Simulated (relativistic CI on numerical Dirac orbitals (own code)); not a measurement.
**Hyperfine structure of Zn XIII, mass number 67**

Calculated at this level of theory: Dirac-Coulomb-Breit CI, separate exchange-only KLI orbitals for each configuration, QED by a radiative potential, unscaled Slater integrals (own radial code, finite nucleus).

Configurations in the expansion (outside the closed core [Ne]): 3s2 3p6, 3s2 3p5 3d, 3s 3p6 3d, 3s2 3p5 4s, 3s2 3p5 4p, 3s2 3p5 4d, 3s 3p6 4s, 3s2 3p5 4f, 3s 3p6 4p, 3p6 3d2, 3p5 3d3, 3p5 3d2 4s, 3p5 3d2 4p, 3p5 3d2 4d. Double excitations out of closed p, d and f shells are left out; levels of such configurations are missing from the list, as are those of other unlisted configurations, and high levels can miss mixing partners. These lack a partner that the ground configuration has and come out too high: 3s2 3p5 4f.

Nuclear spin I = 5/2, μ = 0.87485 μN, Q = 0.122 b (tables of Stone and Pyykkö). The electronic factors are computed for point nuclear moments, without core polarisation or the Bohr-Weisskopf and QED corrections.

```
           Level  E (cm⁻¹)  A (MHz)  B (MHz)
3s2 3p5 3d 3P°_1    530459    156.3      112
3s2 3p5 3d 3P°_2    541904   -233.2      156
3s2 3p5 3d 3F°_4    553455     1188    -1280
3s2 3p5 3d 3F°_3    558627     1867    -1340
3s2 3p5 3d 3F°_2    568189     2849    -1110
3s2 3p5 3d 3D°_3    596230     1036      641
3s2 3p5 3d 1D°_2    604247     2616     1600
3s2 3p5 3d 3D°_1    607765    8.441      525
```

Levels with J = 0, under 50 % of one LS term, or S terms without an open s electron are left out. Small factors come from cancelling terms and can be off by tens of per cent or more.

At this charge energies of transitions that change n are usually good to better than 1 %, and those within a shell (Δn = 0) to a few per cent.

Give the hyperfine levels of 3s2 3p5 3d 3F°_4 relative to its centre of gravity.

With K = F(F + 1) − I(I + 1) − J(J + 1), E = AK/2 + B[¾K(K + 1) − I(I + 1)J(J + 1)]/[2I(2I − 1)J(2J − 1)]: F = 3/2: -15480, F = 5/2: -12130, F = 7/2: -7591, F = 9/2: -1996, F = 11/2: 4463, F = 13/2: 11560 MHz.

LS names give the leading component of a level, which can be under half, so a name can repeat, a term be missing and a line seem to break the LS rules.
